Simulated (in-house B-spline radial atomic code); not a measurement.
Inner levels of thulium as electrons are removed. A shift is the extra binding of the orbital against the neutral atom ([Xe] 4f13 6s2). The density at the nucleus is averaged over the nuclear charge. Computed with a radial B-spline atomic code at the basis-set limit: Dirac-Hartree-Fock, average of the configuration, finite nuclei.

```tsv
ion	configuration	shift of 3s1/2 (eV)	shift of 3p1/2 (eV)	shift of 2s1/2 (eV)	radius of 3s1/2 (bohr)	radius of 3p1/2 (bohr)	radius of 2s1/2 (bohr)	Σ<r²> (bohr²)	change of density at nucleus (bohr⁻³)
Tm18+	[Kr] 4d10 4f5	463.28	463.18	460.88	0.21974	0.20985	0.084248	8.3043	-540.98
Tm19+	[Kr] 4d10 4f4	?	?	?	?	?	?	?	?
Tm20+	[Kr] 4d10 4f3	556.53	556.29	552.24	0.21963	0.20974	0.084257	7.3194	-405.49
Tm21+	[Kr] 4d10 4f2	?	?	?	?	?	?	?	?
Tm22+	[Kr] 4d10 4f1	656.13	655.76	650.11	0.21949	0.20959	0.084267	6.4611	-247.09
Tm23+	[Kr] 4d10	708.24	707.81	701.44	0.21941	0.20949	0.084272	6.0713	-159.36
```

Problem. Fill in the row of Tm19+.

Solution. shift of 3s1/2 (eV): 509.1; shift of 3p1/2 (eV): 508.92; shift of 2s1/2 (eV): 505.74; radius of 3s1/2 (bohr): 0.21969; radius of 3p1/2 (bohr): 0.2098; radius of 2s1/2 (bohr): 0.084252; Σ<r²> (bohr²): 7.7941; change of density at nucleus (bohr⁻³): -476.11.

Problem. Fill in the row of Tm21+.

Solution. shift of 3s1/2 (eV): 605.56; shift of 3p1/2 (eV): 605.24; shift of 2s1/2 (eV): 600.37; radius of 3s1/2 (bohr): 0.21957; radius of 3p1/2 (bohr): 0.20967; radius of 2s1/2 (bohr): 0.084262; Σ<r²> (bohr²): 6.8761; change of density at nucleus (bohr⁻³): -329.15.
